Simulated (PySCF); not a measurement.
# SMILES COc1pccs1, C$_{4}$H$_{5}$OPS

Molfile (atoms numbered from 1):
```
C4H5OPS
     RDKit          3D

 12 12  0  0  0  0  0  0  0  0999 V2000
   -2.3746   -0.1684   -0.2716 C   0  0  0  0  0  0  0  0  0  0  0  0
   -1.4872    0.8018    0.2271 O   0  0  0  0  0  0  0  0  0  0  0  0
   -0.1745    0.5147    0.2195 C   0  0  0  0  0  0  0  0  0  0  0  0
    0.9687    1.6557    0.8188 P   0  0  0  0  0  0  0  0  0  0  0  0
    2.3226    0.5728    0.4685 C   0  0  0  0  0  0  0  0  0  0  0  0
    2.0630   -0.6314   -0.0786 C   0  0  0  0  0  0  0  0  0  0  0  0
    0.4112   -1.0037   -0.3879 S   0  0  0  0  0  0  0  0  0  0  0  0
   -2.1647   -0.3883   -1.3239 H   0  0  0  0  0  0  0  0  0  0  0  0
   -2.3039   -1.0976    0.3042 H   0  0  0  0  0  0  0  0  0  0  0  0
   -3.3731    0.2526   -0.1743 H   0  0  0  0  0  0  0  0  0  0  0  0
    3.3326    0.8773    0.6911 H   0  0  0  0  0  0  0  0  0  0  0  0
    2.7813   -1.3861   -0.3425 H   0  0  0  0  0  0  0  0  0  0  0  0
  1  2  1  0
  2  3  1  0
  3  4  2  0
  4  5  1  0
  5  6  2  0
  6  7  1  0
  7  3  1  0
  1  8  1  0
  1  9  1  0
  1 10  1  0
  5 11  1  0
  6 12  1  0
M  END
```

Method used: GIAO CAM-B3LYP/pcSseg-1 magnetisability, rotational g tensor and spin-rotation constants, non-relativistic, gas phase (PySCF 2.14.0). Geometry: GFN2-xTB.

Problem. Give the nuclear spin-rotation constants along the inertial axes (H = +C I·J) beside the isotropic shieldings.

Solution. Rotational constants 3.1825, 1.7405, 1.1332 GHz. A star marks the isotopologue with that one atom substituted, in its own axes.
| atom | isotope | Caa (kHz) | Cbb (kHz) | Ccc (kHz) | mean (kHz) | σ (ppm) |
| --- | --- | --- | --- | --- | --- | --- |
| P4 | 31P | 7.738 | 3.709 | 1.580 | 4.343 | 156.6 |
| H8 | 1H | -0.298 | -0.108 | -0.008 | -0.138 | 28.0 |
| H9 | 1H | -0.298 | -0.107 | -0.008 | -0.138 | 28.0 |
| H10 | 1H | 0.036 | -0.103 | -0.116 | -0.061 | 27.3 |
| H11 | 1H | 0.372 | -0.166 | -0.126 | 0.027 | 24.0 |
| H12 | 1H | -0.104 | 0.056 | -0.123 | -0.057 | 24.8 |
| C1 | 13C* | 0.575 | 0.352 | 0.275 | 0.400 | 122.6 |
| O2 | 17O* | -0.713 | -0.355 | -0.056 | -0.375 | 201.4 |
| C3 | 13C* | 1.811 | 0.980 | 0.318 | 1.036 | -47.6 |
| C5 | 13C* | 1.672 | 0.656 | 0.165 | 0.831 | 32.2 |
| C6 | 13C* | 1.353 | 0.598 | 0.191 | 0.714 | 55.5 |
| S7 | 33S* | 1.429 | 0.667 | 0.353 | 0.816 | 230.5 |

For the geometry as given, no vibrational averaging.

Problem. How do the rotational constants and the g tensor change when H8, H9, H10, H11, H12 are replaced by deuterium?

Solution. Constants 3.0408, 1.5105, 1.0222 GHz; g -0.0558, -0.0199, 0.0083, against -0.0581, -0.0230, 0.0093 before.
